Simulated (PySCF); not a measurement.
# Au: excitation energy

Au [Xe] 4f14 5d10 6s1 (2S) → Au [Xe] 4f14 5d9 6s1 6p1 (high-spin determinant), as a difference of total energies. Computed with PySCF 2.14 in x2c-TZVPPall with one added diffuse shell each of s, p, d, f type (12s8p8d4f1g, 113 functions), with scalar relativity by spin-free X2C-1e. Correlated levels: valence: [Xe] 4f14 frozen; valence and next inner shell: [Kr] 4d10 4f14 frozen. The calculations carry no spin-orbit coupling.

```
                                method  excitation energy (eV)
                                   UHF                   4.746
                                   LDA                   6.748
                                   PBE                   6.426
                                  PBE0                   6.194
                                r2SCAN                   6.128
                               r2SCANh                   6.070
                                B2PLYP                   6.377
                                 M06-L                   6.298
                         MP2 (valence)                   6.500
                     SCS-MP2 (valence)                   6.484
    MP2 (valence and next inner shell)                   6.503
SCS-MP2 (valence and next inner shell)                   6.420
```

How much does correlation contribute at MP2 (valence and next inner shell)?

6.503 − (4.746) = 1.757 eV, measured against UHF.

A first-order spin-orbit estimate (lowest level to lowest level, LS coupling) adds -0.404 eV.

The determinant of the upper state mixes LS terms, which raises its energy above the lowest term, most at the Hartree-Fock and MP2 levels.
